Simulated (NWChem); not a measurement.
Species: CH$_{3}$Cl$_{2}$FSn; SMILES [CH3][Sn]([F])([Cl])[Cl]

Results from NWChem. Medium grid unless said otherwise, to which SCAN and Minnesota functionals are sensitive. All runs use the structure optimised with PBE0/def2-SVP. No frequency run checked for a minimum. def2 effective core potentials on Sn; no spin-orbit coupling. Hybrids' shares of exact exchange are those that their runs print; pure functionals count as 0. The functionals differ in more than this share.

| row | share of exact exchange | highest occupied level (eV) |
|---|---|---|
| PBE/def2-SVP | 0.00 | -7.63 |
| OLYP/def2-SVP | 0.00 | -7.53 |
| TPSSh/def2-SVP | 0.10 | -8.42 |
| B3LYP/def2-SVP | 0.20 | -8.77 |
| r2SCAN0/def2-SVP | 0.25 | -9.42 |
| BHandHLYP/def2-SVP | 0.50 | -10.34 |
| M06-2X/def2-SVP | 0.54 | withheld |

Task: Fit a straight line of the last column on the one before it, predict the withheld value, and compare with the run.

Result: 
1. Means of the 6 shown rows: x = 0.175, y = -8.685. Slope Σ(x − x̄)(y − ȳ)/Σ(x − x̄)² = -1.002/0.1787 = -5.604; intercept -7.704.
2. The shown rows scatter about the line by 0.178 (root mean square); the largest residual is -0.32, at r2SCAN0/def2-SVP.
3. At x = 0.54 (M06-2X/def2-SVP; beyond the shown range) the line gives -10.73.
4. The run gives -10.44, +0.29 from the line, 1.6 times the scatter.
